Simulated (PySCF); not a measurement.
CH5FSn, SMILES [CH3][SnH2][F], B3LYP/def2-SVP optimised geometry.

```
8

Sn     0.12    -0.75     0.00
C     -0.76     1.22     0.00
F     -0.37    -1.55     1.72
H     -0.54    -1.82    -1.17
H      1.84    -0.75     0.00
H     -0.31     1.82     0.80
H     -0.58     1.71    -0.97
H     -1.84     1.13     0.17
```

Density from PySCF 2.14.0 with B3LYP/def2-TZVP, def2 effective core potentials past Kr at that geometry. The core electrons that the potentials of Sn replace are not part of the density.

Minimum of the electron density along straight lines between bonded atoms, close to the bond critical point (lines longer than 1.1 times the sum of covalent radii, or with two minima, are not listed):

```csv
bond,length / Å,ρ at the minimum / e bohr⁻³,∇²ρ there / e bohr⁻⁵,position (fraction from the first atom)
Sn1–C2,2.157,0.104,0.10,0.51
Sn1–F3,1.957,0.111,0.53,0.52
Sn1–H4,1.721,0.112,0.07,0.63
Sn1–H5,1.721,0.112,0.07,0.63
C2–H6,1.099,0.271,-0.90,0.64
C2–H7,1.100,0.270,-0.89,0.64
C2–H8,1.099,0.271,-0.90,0.64
```
